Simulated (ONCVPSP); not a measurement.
## What one change does to a pseudopotential (copper, ONCV)

Cu, optimised norm-conserving Vanderbilt (ONCV), made with ONCVPSP 4.0.1 (PBEsol, scalar-relativistic). Core [Ne], reference 3s2 3p6 3d9 (charge +2). Waves: 3s: rc 1.00 bohr, ncon 4, nbas 9, qcut 12.9 1/bohr, 2 projectors, debl 2.8 Ha; 3p: rc 0.85 bohr, ncon 4, nbas 8, qcut 15.3 1/bohr, 2 projectors, debl 3.3 Ha; 3d: rc 0.80 bohr, ncon 4, nbas 8, qcut 19.8 1/bohr, local. Local part: the d channel. Core correction: polynomial model core, fcfact 0.7.

In the s channel the program set the typed energies aside and used -5.143, 0.250 Ha. In the p channel the program set the typed energies aside and used -3.581, 0.250 Ha.

Change: s: qcut 9.9; p: qcut 11.7; d: qcut 15.1.

Cutoffs: the cutoffs (Ha) at which the residual kinetic energy of the hardest occupied pseudo-wave falls to 1 and 0.1 mHa per electron; they do not see the model core or the augmentation charge, which bear on the density cutoff. Errors are all-electron minus pseudo energies relative to the spin-unpolarised reference configuration.

Problem. Predict the effect on cutoff, ghosts and configuration errors.

Solution. The potential gets neither clearly harder nor softer (146 Ha and 166 Ha → 114 Ha and 338 Ha); the d channel sets the loose cutoff, while the largest relative change is in p, which becomes softer; of the 4 tests that both files solve, the error grows in 3 and shrinks in 0 by more than 15 % and 0.3 meV (median size 2.4 → 3.5 meV); neither file shows a bound ghost.

| quantity | base | changed |
| --- | --- | --- |
| cutoff, loose | 146 Ha | 114 Ha |
| cutoff, tight | 166 Ha | 338 Ha |
| loose cutoff by channel | s 59 Ha, p 73 Ha, d 146 Ha | s 43 Ha, p 43 Ha, d 114 Ha |
| bound ghosts | none | none |
| GHOST(+) flags under 300 eV | none | none |
| error for 3s2 3p6 3d10 4s1, meV [ΔE -29.42 eV] | -1.1 | -2.5 |
| error for 3s2 3p6 3d10, meV [ΔE -21.31 eV] | -0.8 | -2.7 |
| error for 3s2 3p6 3d8, meV [ΔE 38.99 eV] | -4.4 | -7.1 |
| error for 3s2 3p6 3d9 4s2, meV [ΔE -27.43 eV] | +3.7 | +4.2 |
| s: phases at 1.01 bohr within 0.05 rad from the reference energy up to (Ha; the scan ends near 5) | to the end of the scan | to the end of the scan |
| p: phases at 0.86 bohr within 0.05 rad from the reference energy up to (Ha; the scan ends near 5) | to the end of the scan | to the end of the scan |
| d: phases at 0.81 bohr within 0.05 rad from the reference energy up to (Ha; the scan ends near 5) | to the end of the scan | to the end of the scan |
| rms error of d²Exc/dni dnj with the model core, mHa | 1.31 | 1.80 |
